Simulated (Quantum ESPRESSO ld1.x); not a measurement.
Pr III, 57 electrons, occupied as [Xe] 4f3.

Calculated with ld1.x of Quantum ESPRESSO 7.5: Dirac Kohn-Sham, LDA (Slater exchange, Gunnarsson-Lundqvist correlation), spin-unpolarised, spherical densities, point nucleus; open shells fill j = l - 1/2 first.

Energy parts (Ry):
part                     energy
total                 -18473.09
kinetic                19864.38
electron-nucleus      -45034.65
Hartree                 7118.92
exchange-correlation    -421.74

Orbitals (lengths in bohr, moments of r in powers of bohr; <r^-3> diverges for s and p1/2; r(90%) holds 90 % of the orbital's charge):
| orbital | occ. | eigenvalue (Ry) | <r^-3> | <r^2> | r(90%) | <1/r> |
|---|---|---|---|---|---|---|
| 1s1/2 | 2 | -3068.6137 | - | 0.0007906 | 0.0435 | 64.65 |
| 2s1/2 | 2 | -494.3272 | - | 0.01249 | 0.159 | 15.27 |
| 2p1/2 | 2 | -467.4357 | - | 0.009138 | 0.142 | 15.26 |
| 2p3/2 | 4 | -432.0347 | 7504 | 0.01039 | 0.150 | 13.77 |
| 3s1/2 | 2 | -107.3446 | - | 0.08488 | 0.400 | 5.519 |
| 3p1/2 | 2 | -95.8859 | - | 0.07976 | 0.394 | 5.436 |
| 3p3/2 | 4 | -88.8756 | 1527 | 0.08723 | 0.411 | 5.062 |
| 3d3/2 | 4 | -68.8114 | 251.8 | 0.07102 | 0.384 | 4.933 |
| 3d5/2 | 6 | -67.2987 | 228.2 | 0.07313 | 0.389 | 4.838 |
| 4s1/2 | 2 | -22.0647 | - | 0.4382 | 0.896 | 2.293 |
| 4p1/2 | 2 | -17.7783 | - | 0.4672 | 0.933 | 2.188 |
| 4p3/2 | 4 | -16.2600 | 331.3 | 0.5091 | 0.974 | 2.063 |
| 4d3/2 | 4 | -9.2124 | 45.26 | 0.6062 | 1.09 | 1.841 |
| 4d5/2 | 6 | -8.9464 | 40.56 | 0.6233 | 1.10 | 1.810 |
| 4f5/2 | 3 | -1.0709 | 4.425 | 1.732 | 2.01 | 1.206 |
| 4f7/2 | 0 | -1.0452 | 4.281 | 1.786 | 2.04 | 1.192 |
| 5s1/2 | 2 | -3.8386 | - | 2.542 | 2.17 | 0.8848 |
| 5p1/2 | 2 | -2.6894 | - | 3.242 | 2.47 | 0.7779 |
| 5p3/2 | 4 | -2.4784 | 45.62 | 3.576 | 2.60 | 0.7343 |

The highest occupied level is 4f5/2 at -14.571 eV. The density falls to 0.001 e/bohr^3 at r = 3.63 bohr. Summed over all electrons, <r^2> = 42.57 bohr^2, which gives a Langevin (diamagnetic) susceptibility term of -33.7 x 10^-6 cm^3/mol. For comparison, the ionisation energy in NIST's Atomic Spectra Database is 21.624 eV (measured). In exact Kohn-Sham theory the highest level is minus the ionisation energy, but local and semilocal functionals leave it too shallow, through self-interaction and a potential that decays too fast; potentials with the right tail come closer.

Beside tabulated values, note that spin-unpolarised runs miss the spin-polarisation part of the exchange energy of open shells.
